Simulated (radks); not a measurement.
Problem. Ionisation ladder of platinum, from Pt XXXI to Pt XXXVII. Each ion is in the ground configuration listed by NIST, and IE = E(next ion) - E(this ion). Calculated with a radial shooting solver on a logarithmic mesh with Libxc functionals: scalar-relativistic Kohn-Sham, LDA (Slater exchange, Perdew-Wang correlation), spin-polarised, spherical densities, finite nucleus; open shells are filled with parallel spins first (spin-orbit coupling, left out, can overturn this in heavy ions); Fermi nuclear charge, rms radius 5.427 fm.

| species | configuration | IE, Delta-SCF (eV) | <r> HOMO (bohr) |
|---|---|---|---|
| Pt XXXI | [Kr] 4d10 4f2 | 1072.3 | 0.400 |
| Pt XXXII | [Kr] 4d10 4f1 | 1128.0 | 0.395 |
| Pt XXXIII | [Kr] 4d10 | ? | 0.411 |
| Pt XXXIV | [Kr] 4d9 | ? | 0.408 |
| Pt XXXV | [Kr] 4d8 | ? | 0.405 |
| Pt XXXVI | [Kr] 4d7 | 1574.9 | 0.402 |
| Pt XXXVII | [Kr] 4d6 | 1630.1 | 0.399 |

Estimate the withheld Delta-SCF values.

Solution. Pt XXXIII: 1411.8 eV (NIST 1402); Pt XXXIV: 1465.7 eV (NIST 1454); Pt XXXV: 1520.1 eV (NIST 1509).
